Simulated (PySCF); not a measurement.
**Vibration and rotation of GaB**

UHF-CCSD(T) constants of GaB, ³Π (triplet), unpaired electrons σ ↑, π ↑ (Ga def2-SVP, B def2-SVP; no relativity (PySCF 2.14); masses 68.9256 and 11.0093 u):

```
ωe              : 452.6 cm⁻¹
ωexe            : 2.96 cm⁻¹
Be              : 0.35929 cm⁻¹
αe              : 0.00334 cm⁻¹
D (centrifugal) : 9.06e-07 cm⁻¹
De to Ga + B    : 1.64 eV
```

(1) Give the vibrational terms G(v) and spacings up to v = 6.

(2) How well does the Morse estimate ωe²/(4ωexe) reproduce De, and what is D0?

Correlated steps freeze 10 core orbitals. Correlated levels converge slowly with the basis: in double zeta they bind strong bonds too weakly, by up to about 1 eV, and carry superposition errors of some tenths. Spin–orbit coupling is left out. The state was picked by a PBE0 search and need not be the measured ground state.

Results:

(1) G(v) = ωe(v+½) − ωexe(v+½)².

```csv
v,G(v) (cm⁻¹),G(v) − G(v−1),Bv (cm⁻¹)
0,225.6,,0.3576
1,672.2,446.7,0.3543
2,1113.0,440.8,0.3509
3,1547.8,434.8,0.3476
4,1976.8,428.9,0.3443
5,2399.8,423.0,0.3409
6,2816.8,417.1,0.3376
```

(2) It gives 2.15 eV, 131 % of the computed De. D0 = De − G(0) = 1.64 − 0.03 = 1.61 eV.
